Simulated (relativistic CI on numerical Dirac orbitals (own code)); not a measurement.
# How well does a small relativistic CI reproduce Co I?

Method of calculation: Dirac-Coulomb-Breit CI, orbitals from a KLI potential per configuration, QED by a radiative potential, valence Slater integrals scaled by 0.85, P86 correlation energy added to each configuration (own radial code, finite nucleus).

Configurations in the expansion (outside the closed core [Ar]): 3d7 4s2, 3d8 4s, 3d7 4s 4p, 3d8 4p, 3d9, 3d7 4p2, 3d7 4s 4d, 3d8 4d, 3d8 5s, 3d8 5p, 3d7 4s 5s, 3d7 4s 6s, 3d7 4s 5p, 3d7 4s 6p, 3d7 4s 4f, 3d7 4s 5d. Levels of other configurations are missing.

```tsv
Configuration	Term (tabulated)	J	Measured (cm⁻¹)	Computed	Error	Purity (%)
3d7 4s2	a 4F	9/2	0.0	0	0	95
3d7 4s2	a 4F	7/2	816.0	797	-19	95
3d7 4s2	a 4F	5/2	1406.9	1378	-29	95
3d7 4s2	a 4F	3/2	1809.3	1774	-36	95
3d8 4s	b 4F	9/2	3482.8	12781	9298	98
3d8 4s	b 4F	7/2	4142.6	13417	9274	97
3d8 4s	b 4F	5/2	4690.1	13932	9242	97
3d8 4s	b 4F	3/2	5075.8	14296	9220	98
3d8 4s	a 2F	7/2	7442.4	17579	10136	96
3d8 4s	a 2F	5/2	8460.8	18550	10089	96
3d7 4s2	a 4P	5/2	13795.5	15741	1946	95
3d7 4s2	a 4P	3/2	14036.2	15952	1915	91
3d7 4s2	a 4P	1/2	14399.2	16309	1910	93
3d8 4s	b 4P †	5/2	15184.0	27464	12280	56
3d8 4s	b 4P †	3/2	15774.0	27444	11670	85
3d8 4s	b 4P †	1/2	16195.6	27552	11356	97
3d7 4s 4p	z 4F°	9/2	28345.8	25715	-2630	79
3d7 4s 4p	z 4F°	7/2	28777.2	26079	-2698	76
3d7 4s 4p	z 4F°	5/2	29216.3	26502	-2714	80
3d7 4s 4p	z 4F°	3/2	29563.1	26879	-2684	95
3d7 4s 4p	z 4D°	3/2	30443.6	28052	-2392	94
3d7 4s 4p	z 4D°	1/2	30742.6	28292	-2451	97
3d7 4s 4p	z 2G°	9/2	31699.6	29575	-2125	97
3d7 4s 4p	z 2F°	7/2	31871.1	30292	-1579	78
3d8 4p	y 4D°	7/2	32027.4	35909	3882	69
3d8 4p	y 4G°	11/2	32430.5	37418	4987	65
3d8 4p	y 4D°	5/2	32654.5	36622	3967	69
3d7 4s 4p	z 2G°	7/2	32733.0	30650	-2083	79
3d7 4s 4p	z 2F°	5/2	32781.7	31126	-1656	85
3d8 4p	y 4D°	3/2	33150.6	37145	3994	69
3d8 4p	y 2G°	9/2	33439.7	38809	5370	77
3d8 4p	y 4D°	1/2	33449.1	37459	4010	70
3d7 4s 4p	z 2D°	5/2	33462.8	31781	-1682	84
3d8 4p	y 4G°	5/2	33674.3	38643	4968	57
3d7 4s 4p	z 2D°	3/2	34352.4	32548	-1805	97
3d8 4p	y 2F°	7/2	35450.5	40248	4797	77
3d8 4p	y 2D°	3/2	36875.1	41877	5002	65
3d7 4s 4p	z 4S°	3/2	40621.6	39838	-784	84
3d7 4s 4p	6P°	7/2	41041.3	38009	-3032	97
3d7 4s 4p	6P°	5/2	41104.9	38121	-2983	97
3d7 4s 4p	6P°	3/2	41247.6	38085	-3163	95
```

Measured levels from NIST Handbook of Basic Atomic Spectroscopic Data (Sansonetti and Martin, J. Phys. Chem. Ref. Data 34, 1559 (2005)); pairs were made by configuration, J and term (by order where the table uses no LS term), so strongly mixed levels may be paired wrongly.

Mean error by configuration (cm⁻¹): 3d7 4s2 948; 3d8 4s 9543; 3d7 4s 4p -2279; 3d8 4p 4553. Over the excited levels the mean absolute error is 3799 cm⁻¹ (40 of the 67 excited levels that our extract of the source holds in range could be paired, and the others can miss by more), and the median relative error of those above 1,000 cm⁻¹ is 11 %. Some levels of the ground configuration have no partner. † marks terms whose computed intervals miss the measured ones by more than a factor of 2.5, or configurations far off the rest, from wrong mixing, a near crossing or a doubtful label or measurement; they are left out of the means.

Transition probabilities of persistent lines. The last column rescales the computed rate by the cube of measured over computed energy:

```tsv
λ measured (Å)	Lower	Upper	A tabulated (s⁻¹)	A computed	A rescaled
3453.51 air	3d8 4s b 4F_9/2	3d8 4p y 4G°_11/2	1.10e+08	4.98e+07	8.07e+07
3473.97 air	3d7 4s2 a 4F_9/2	3d7 4s 4p z 4F°_7/2	2.99e+06	2.06e+06	2.77e+06
3502.28 air	3d8 4s b 4F_9/2	3d8 4p y 4D°_7/2	8.00e+07	5.63e+07	1.06e+08
3526.85 air	3d7 4s2 a 4F_9/2	3d7 4s 4p z 4F°_9/2	1.37e+07	6.90e+06	9.24e+06
3569.38 air	3d8 4s a 2F_7/2	3d8 4p y 2F°_7/2	1.60e+08	6.14e+07	1.16e+08
```
